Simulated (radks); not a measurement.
The neodymium ion Nd30+, 30 electrons, occupied as [Ar] 3d10 4s2. Method: scalar-relativistic Kohn-Sham, PBEsol, spin-polarised, spherical densities, finite nucleus; Fermi nuclear charge, rms radius 4.9123 fm; computed with a radial shooting solver on a logarithmic mesh with Libxc functionals.

Normalised radial functions P(r) = r R(r), r in bohr:

```
   r/bohr * 3p, o 4s (the largest magnitude, 2.13, reaches the edge; | marks zero, & curves that meet)
   0.0022                             *  o
 0.002797                             *  o
 0.003556                             *   o
 0.004521                             |*  o
 0.005747                             |*   o
 0.007306                             | *  o
 0.009362                             |  * o
   0.0119                             |   *o
  0.01513                             |    &
  0.01923                             |   o  *
  0.02445                             | o       *
  0.03108                            o|           *
  0.03983                         o   |              *
  0.05063                      o      |               *
  0.06437                    o        |              *
  0.08183                     o       |         *
    0.104                          o  | *
   0.1322                    *        |   o
   0.1681         *                   |          o
   0.2154  *                          |            o
   0.2739   *                         |     o
   0.3482          *           o      |
   0.4426           o       *         |
   0.5626        o                *   |
   0.7153               o            *|
   0.9166                       o     *
    1.165                            o*
    1.481                             &
```

3p: eigenvalue -2304.1 eV, 1 radial node at r = 0.109 bohr, <r> = 0.259 bohr, 90 % of the charge inside 0.387 bohr. 4s: eigenvalue -1179.7 eV, 3 radial nodes at r = 0.0290, 0.115, 0.306 bohr, <r> = 0.535 bohr, 90 % of the charge inside 0.756 bohr.
